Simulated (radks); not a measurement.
Problem. The calcium ion Ca4+ is in [Ne] 3s2 3p4. All-electron calculation, scalar-relativistic Kohn-Sham, PBEsol, spin-polarised, spherical densities, finite nucleus; Fermi nuclear charge, rms radius of each element as measured or else 0.836 A^(1/3) + 0.57 fm. Program: a radial shooting solver on a logarithmic mesh with Libxc functionals. Open shells are filled with parallel spins first. One electron is removed from 2p, 3s, 3p, 2s in turn, with full relaxation. Which removal costs least, and what does each cost?

Solution. 3p 84.017 eV; 3s 104.36 eV; 2p 418.31 eV; 2s 494.55 eV. The 3p electron leaves first.
